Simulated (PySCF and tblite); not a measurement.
# Conformer ensemble of C7H7FO, numbered as in [CH2:1]=[C:2]([F:3])[CH2:4][C:5]#[C:6][C:7]([CH3:8])=[O:9]

Geometries GFN2-xTB; weights from PBE0-D3(BJ)/def2-SVP (IEF-PCM, acetonitrile) energies and GFN2-xTB thermal corrections, with symmetry numbers and mirror pairs. Conformers within 3 kcal/mol (GFN2-xTB free energy) were kept, 6 at most. GIAO shieldings: WP04/pcSseg-1 (IEF-PCM, acetonitrile). Couplings: B3LYP/6-31G* with pcJ-1 on H, F (gas phase; spin-dipole term only for pairs with B, N, F, Si or P). Couplings are for ¹⁹F, ¹H. H–H couplings come out 0.1 to 0.9 Hz lower than with pcJ-1 on all atoms. Shifts are against TMS (¹H), TMS (¹³C) at the same level; of two unlike H on one atom, a is the less shielded. Run with PySCF (density fitting) and tblite.

Torsions listed: F3–C2–C4–C5. Of a mirror pair one member is shown.

```csv
conformer,shape,symmetry,E(GFN2) kcal/mol,E(DFT) kcal/mol,G(298.15 K) kcal/mol,weight %,dipole D
1,180°,Cs,0.00,0.00,0.00,76.3,3.84
2,-73°,C1 (pair),0.74,1.16,0.69,23.7,3.69
```

Weights (%) against temperature:

```
 T (K)     1     2  S(mix) cal/mol/K
   150  96.4   3.6              0.36
   200  90.1   9.9              0.78
   250  82.9  17.1              1.15
298.15  76.3  23.7              1.42
   400  65.5  34.5              1.76
```

Averaged shifts at 298.15 K. ¹H: 5.16 (H1a, 1H), 5.12 (H1b, 1H), 3.66 (H4, 2H), 2.50 (H8, 3H) ppm. ¹³C: 194.2 (C7), 175.2 (C2), 100.8 (C1), 96.5 (C5), 85.7 (C6), 37.7 (C8), 27.9 (C4) ppm.

Averaged couplings (Hz): ³J(H1a,F3) 42.9, ³J(H1b,F3) 15.4, ³J(F3,H4) 3.6, ²J(H1a,H1b) -5.5, ²J(H4,H4) -22.9, ²J(H8,H8) -15.7. Computed couplings to fluorine can be off by tens of per cent at such levels.

Coordinates of conformer 1 (Å):

```xyz
16

C     2.666    0.947   -0.275
C     2.407   -0.195   -0.877
F     3.355   -0.791   -1.643
C     1.141   -1.002   -0.855
C     0.106   -0.402   -0.050
C    -0.777    0.076    0.615
C    -1.781    0.712    1.427
C    -3.076   -0.057    1.485
O    -1.583    1.758    1.996
H     1.922    1.425    0.333
H     3.624    1.424   -0.376
H     0.780   -1.123   -1.883
H     1.367   -2.005   -0.471
H    -3.473   -0.178    0.478
H    -3.794    0.470    2.106
H    -2.891   -1.049    1.893
```

Shifts are unscaled: against experiment ¹³C can be off by 15 ppm or more and ¹H by 0.8 ppm.

Search and properties took 2.1 min on 1 thread of AMD EPYC 7B13 (shared host) (rough), launched as `OMP_NUM_THREADS=1 python ens_run.py task.json out`.


Conformer gaps in def2-SVP on xTB geometries can be 2 kcal/mol too large for S=O, P=O and other polar bonds.